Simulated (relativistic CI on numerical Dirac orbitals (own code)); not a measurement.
## P⁴⁺: calculation against measurement

Computed by Dirac-Coulomb-Breit CI, orbitals from a KLI potential per configuration, QED by a radiative potential, valence Slater integrals scaled by 0.85, P86 correlation energy added to each configuration (own radial code, finite nucleus).

Configurations in the expansion (outside the closed core [Ne]): 3s, 3p, 3d, 4s, 4p, 4d, 4f, 5s, 5p, 5d, 5f, 5g, 6s, 6p, 6d, 7s, 7p. Levels of other configurations are missing.

```tsv
Configuration	Term (tabulated)	J	Measured (cm⁻¹)	Computed	Error	Purity (%)
3s	2S	1/2	0.0	0	0	100
3p	2P°	1/2	88651.9	88465	-187	100
3p	2P°	3/2	89447.2	89238	-209	100
4s	2S	1/2	272959.3	270907	-2052	100
4p	2P°	1/2	304160.9	302312	-1849	100
4p	2P°	3/2	304445.3	302584	-1861	100
5s	2S	1/2	376645.2	374145	-2501	100
5p	2P°	1/2	391118.1	388779	-2339	100
5p	2P°	3/2	391251.9	388906	-2346	100
6s	2S	1/2	427185.4	424736	-2449	100
6p	2P°	1/2	435049.0	432721	-2328	100
6p	2P°	3/2	435122.4	432791	-2331	100
7s	2S	1/2	455602.5	453334	-2268	100
7p	2P°	1/2	460341.6	458174	-2168	100
7p	2P°	3/2	460386.3	458217	-2170	100
```

Measured levels from Martin, Zalubas and Musgrove, J. Phys. Chem. Ref. Data 14, 751 (1985); pairs were made by configuration, J and term (by order where the table uses no LS term), so strongly mixed levels may be paired wrongly. Some J values or terms of the table were assigned by a fit.

Mean error by configuration (cm⁻¹): 3p -198; 4s -2052; 4p -1855; 5s -2501; 5p -2342; 6s -2449; 6p -2330; 7s -2268; 7p -2169. Over the excited levels the mean absolute error is 1933 cm⁻¹ (14 of the 14 excited levels that our extract of the source holds in range could be paired), and the median relative error of those above 1,000 cm⁻¹ is 0.55 %.
